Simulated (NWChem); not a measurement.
System: C₃H₅Cl; SMILES C/C=C\Cl

NWChem input:

```
start job
memory heap 200 mb stack 900 mb global 1100 mb
geometry units angstroms noautosym nocenter noautoz
  C     -0.767895     1.748196     0.000000
  C      0.596818     1.153635     0.000000
  C      0.912682    -0.142586     0.000000
  Cl    -0.247609    -1.427694     0.000000
  H     -1.545021     0.972331     0.000000
  H     -0.915019     2.390404    -0.883949
  H     -0.915019     2.390404     0.883949
  H      1.449721     1.842418     0.000000
  H      1.944193    -0.500436     0.000000
end
basis spherical
  * library def2-svpd
end
dft
  xc xcamb88 1.00 lyp 0.81 vwn_5 0.19 hfexch 1.00
  cam 0.33 cam_alpha 0.19 cam_beta 0.46
  iterations 150
end
property
  response 1 0.0
end
task dft property
```

Coordinates come from a PBE0/def2-SVP optimisation.

Static field.

Give the results of this calculation. (CAM-B3LYP/def2-SVPD.) Quantities: isotropic polarisability (bohr³); anisotropy (bohr³).


| Item | Value |
|---|---|
| isotropic polarisability (bohr³) | 52.7 |
| anisotropy (bohr³) | 26.5 |
